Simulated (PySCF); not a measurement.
# Core-level binding energies of `C[S+](C)[AlH3-]`

Compound: C₂H₉AlS.
Atom-mapped SMILES: `[CH3:1][S+:2]([CH3:3])[AlH3-:4]`

Method used: delta-SCF UKS SCAN, pcX-2 on the ionised atom, pcseg-1 elsewhere, spin-free X2C (PySCF). Each binding energy is the total energy of the core-ionised species, with the hole localised on one atom, minus that of the ground state; both are solved self-consistently, so orbital relaxation is included.

List the computed XPS lines with their assignment.

```
atom(s)                    environment  level  binding energy (eV)  count
     S2    sulfur bonded to Al and 2 C   S 1s              2478.35      1
    Al4  aluminium bonded to S and 3 H  Al 1s              1565.45      1
  C1/C3                S-methyl carbon   C 1s               291.98      2
```

Which photon energy gives electrons from C 1s of C1/C3 a kinetic energy of 150 eV, and what is their de Broglie wavelength?

hν = 291.98 + 150 = 441.98 eV, recoil neglected; λ = 12.264 Å/√(E/eV) = 1.00 Å.

Atoms equivalent by their bonding share one computed value, that of the first of them. Not every level is listed. Isolated species at its PBE0-D3(BJ)/def2-SVP geometry, gas phase.
